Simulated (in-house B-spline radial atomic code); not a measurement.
Orbital energies and mean radii along the 35-electron series, configuration 1s2 2s2 2p6 3s2 3p6 3d10 4s2 4p1/2(2) 4p3/2(3). The effective charge is n√(-2ε), a non-relativistic measure. Computed with an all-electron radial atomic-structure program (B-spline basis): Dirac-Hartree-Fock, jj configuration that fills j = l - 1/2 first, finite nuclei.

```json
{"ion": "Cd13+", "Z": "48", "energy of 3d3/2 (Eh)": "-26.641", "mean radius of 3d3/2 (bohr)": "0.32865", "energy of 3s1/2 (Eh)": "-39.954", "mean radius of 3s1/2 (bohr)": "0.35415", "energy of 3p3/2 (Eh)": "-34.26", "mean radius of 3p3/2 (bohr)": "0.35659", "effective charge of 3d3/2": "21.898"}
{"ion": "In14+", "Z": "49", "energy of 3d3/2 (Eh)": "-29.279", "mean radius of 3d3/2 (bohr)": "0.31813", "energy of 3s1/2 (Eh)": "-43.154", "mean radius of 3s1/2 (bohr)": "0.34439", "energy of 3p3/2 (Eh)": "-37.159", "mean radius of 3p3/2 (bohr)": "0.34655", "effective charge of 3d3/2": "22.957"}
{"ion": "Sn15+", "Z": "50", "energy of 3d3/2 (Eh)": "-32.033", "mean radius of 3d3/2 (bohr)": "0.30827", "energy of 3s1/2 (Eh)": "-46.483", "mean radius of 3s1/2 (bohr)": "0.3351", "energy of 3p3/2 (Eh)": "-40.174", "mean radius of 3p3/2 (bohr)": "0.33704", "effective charge of 3d3/2": "24.012"}
{"ion": "Sb16+", "Z": "51", "energy of 3d3/2 (Eh)": "-34.902", "mean radius of 3d3/2 (bohr)": "0.299", "energy of 3s1/2 (Eh)": "-49.943", "mean radius of 3s1/2 (bohr)": "0.32625", "energy of 3p3/2 (Eh)": "-43.306", "mean radius of 3p3/2 (bohr)": "0.32802", "effective charge of 3d3/2": "25.065"}
{"ion": "Te17+", "Z": "52", "energy of 3d3/2 (Eh)": "-37.886", "mean radius of 3d3/2 (bohr)": "0.29028", "energy of 3s1/2 (Eh)": "-53.533", "mean radius of 3s1/2 (bohr)": "0.31781", "energy of 3p3/2 (Eh)": "-46.553", "mean radius of 3p3/2 (bohr)": "0.31946", "effective charge of 3d3/2": "26.114"}
{"ion": "I18+", "Z": "53", "energy of 3d3/2 (Eh)": "-40.985", "mean radius of 3d3/2 (bohr)": "0.28205", "energy of 3s1/2 (Eh)": "-57.255", "mean radius of 3s1/2 (bohr)": "0.30976", "energy of 3p3/2 (Eh)": "-49.917", "mean radius of 3p3/2 (bohr)": "0.31132", "effective charge of 3d3/2": "27.161"}
{"ion": "Xe19+", "Z": "54", "energy of 3d3/2 (Eh)": "-44.2", "mean radius of 3d3/2 (bohr)": "0.27427", "energy of 3s1/2 (Eh)": "-61.109", "mean radius of 3s1/2 (bohr)": "0.30206", "energy of 3p3/2 (Eh)": "-53.396", "mean radius of 3p3/2 (bohr)": "0.30357", "effective charge of 3d3/2": "28.206"}
{"ion": "Cs20+", "Z": "55", "energy of 3d3/2 (Eh)": "-47.53", "mean radius of 3d3/2 (bohr)": "0.26691", "energy of 3s1/2 (Eh)": "-65.096", "mean radius of 3s1/2 (bohr)": "0.2947", "energy of 3p3/2 (Eh)": "-56.991", "mean radius of 3p3/2 (bohr)": "0.29619", "effective charge of 3d3/2": "29.25"}
{"ion": "Ba21+", "Z": "56", "energy of 3d3/2 (Eh)": "-50.976", "mean radius of 3d3/2 (bohr)": "0.25993", "energy of 3s1/2 (Eh)": "-69.217", "mean radius of 3s1/2 (bohr)": "0.28766", "energy of 3p3/2 (Eh)": "-60.703", "mean radius of 3p3/2 (bohr)": "0.28914", "effective charge of 3d3/2": "30.291"}
{"ion": "La22+", "Z": "57", "energy of 3d3/2 (Eh)": "-54.536", "mean radius of 3d3/2 (bohr)": "0.2533", "energy of 3s1/2 (Eh)": "-73.474", "mean radius of 3s1/2 (bohr)": "0.2809", "energy of 3p3/2 (Eh)": "-64.53", "mean radius of 3p3/2 (bohr)": "0.28241", "effective charge of 3d3/2": "31.331"}
{"ion": "Ce23+", "Z": "58", "energy of 3d3/2 (Eh)": "-58.212", "mean radius of 3d3/2 (bohr)": "0.247", "energy of 3s1/2 (Eh)": "-77.867", "mean radius of 3s1/2 (bohr)": "0.27442", "energy of 3p3/2 (Eh)": "-68.474", "mean radius of 3p3/2 (bohr)": "0.27597", "effective charge of 3d3/2": "32.37"}
{"ion": "Pr24+", "Z": "59", "energy of 3d3/2 (Eh)": "-62.004", "mean radius of 3d3/2 (bohr)": "0.241", "energy of 3s1/2 (Eh)": "-82.397", "mean radius of 3s1/2 (bohr)": "0.26819", "energy of 3p3/2 (Eh)": "-72.533", "mean radius of 3p3/2 (bohr)": "0.26981", "effective charge of 3d3/2": "33.408"}
{"ion": "Nd25+", "Z": "60", "energy of 3d3/2 (Eh)": "-65.911", "mean radius of 3d3/2 (bohr)": "0.23527", "energy of 3s1/2 (Eh)": "-87.066", "mean radius of 3s1/2 (bohr)": "0.26221", "energy of 3p3/2 (Eh)": "-76.71", "mean radius of 3p3/2 (bohr)": "0.26391", "effective charge of 3d3/2": "34.444"}
{"ion": "Pm26+", "Z": "61", "energy of 3d3/2 (Eh)": "-69.934", "mean radius of 3d3/2 (bohr)": "0.22981", "energy of 3s1/2 (Eh)": "-91.875", "mean radius of 3s1/2 (bohr)": "0.25645", "energy of 3p3/2 (Eh)": "-81.002", "mean radius of 3p3/2 (bohr)": "0.25825", "effective charge of 3d3/2": "35.48"}
{"ion": "Sm27+", "Z": "62", "energy of 3d3/2 (Eh)": "-74.073", "mean radius of 3d3/2 (bohr)": "0.22459", "energy of 3s1/2 (Eh)": "-96.824", "mean radius of 3s1/2 (bohr)": "0.25091", "energy of 3p3/2 (Eh)": "-85.412", "mean radius of 3p3/2 (bohr)": "0.25282", "effective charge of 3d3/2": "36.515"}
{"ion": "Eu28+", "Z": "63", "energy of 3d3/2 (Eh)": "-78.328", "mean radius of 3d3/2 (bohr)": "0.21959", "energy of 3s1/2 (Eh)": "-101.92", "mean radius of 3s1/2 (bohr)": "0.24557", "energy of 3p3/2 (Eh)": "-89.939", "mean radius of 3p3/2 (bohr)": "0.2476", "effective charge of 3d3/2": "37.549"}
{"ion": "Gd29+", "Z": "64", "energy of 3d3/2 (Eh)": "-82.699", "mean radius of 3d3/2 (bohr)": "0.21481", "energy of 3s1/2 (Eh)": "-107.15", "mean radius of 3s1/2 (bohr)": "0.24043", "energy of 3p3/2 (Eh)": "-94.582", "mean radius of 3p3/2 (bohr)": "0.24259", "effective charge of 3d3/2": "38.582"}
{"ion": "Tb30+", "Z": "65", "energy of 3d3/2 (Eh)": "-87.187", "mean radius of 3d3/2 (bohr)": "0.21022", "energy of 3s1/2 (Eh)": "-112.53", "mean radius of 3s1/2 (bohr)": "0.23546", "energy of 3p3/2 (Eh)": "-99.343", "mean radius of 3p3/2 (bohr)": "0.23777", "effective charge of 3d3/2": "39.615"}
{"ion": "Dy31+", "Z": "66", "energy of 3d3/2 (Eh)": "-91.791", "mean radius of 3d3/2 (bohr)": "0.20582", "energy of 3s1/2 (Eh)": "-118.06", "mean radius of 3s1/2 (bohr)": "0.23066", "energy of 3p3/2 (Eh)": "-104.22", "mean radius of 3p3/2 (bohr)": "0.23312", "effective charge of 3d3/2": "40.648"}
```

Task: How does the screening of 3d3/2 change?

Result: Z less the effective charge goes from 26.10 at Z = 48 to 25.35 at Z = 66.
